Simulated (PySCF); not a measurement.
Zn(GeH3)2, H6Ge2Zn, SMILES [GeH3][Zn][GeH3] (CAM-B3LYP/def2-SVP optimised geometry):

```
9

Zn    -1.482    -1.975    -1.850
Ge    -0.556    -0.741     0.000
H      0.986    -0.741     0.000
H     -0.986     0.741     0.000
H     -0.986    -1.313     1.366
Ge    -2.410    -3.215    -3.694
H     -1.326    -3.900    -4.553
H     -3.363    -4.336    -3.233
H     -3.224    -2.328    -4.658
```

Calculation: CAM-B3LYP/def2-TZVP (PySCF).

Problem. What are the frontier orbital energies and the dipole moment?

Solution. HOMO-2 -10.69 eV, HOMO-1 -10.51 eV, HOMO -8.06 eV, LUMO -0.51 eV, LUMO+1 -0.51 eV; dipole moment 0.01 D.

On the same geometry PySCF with PBE/def2-TZVP gives HOMO-2 -8.06 eV, HOMO-1 -8.05 eV, HOMO -5.97 eV, LUMO -2.05 eV, LUMO+1 -2.05 eV; dipole moment 0.01 D.

Meta-Löwdin charges at CAM-B3LYP/def2-TZVP: Zn1 0.91, Ge2 -0.31, H3 -0.05, H4 -0.05, H5 -0.05, Ge6 -0.31, H7 -0.05, H8 -0.05, H9 -0.05.
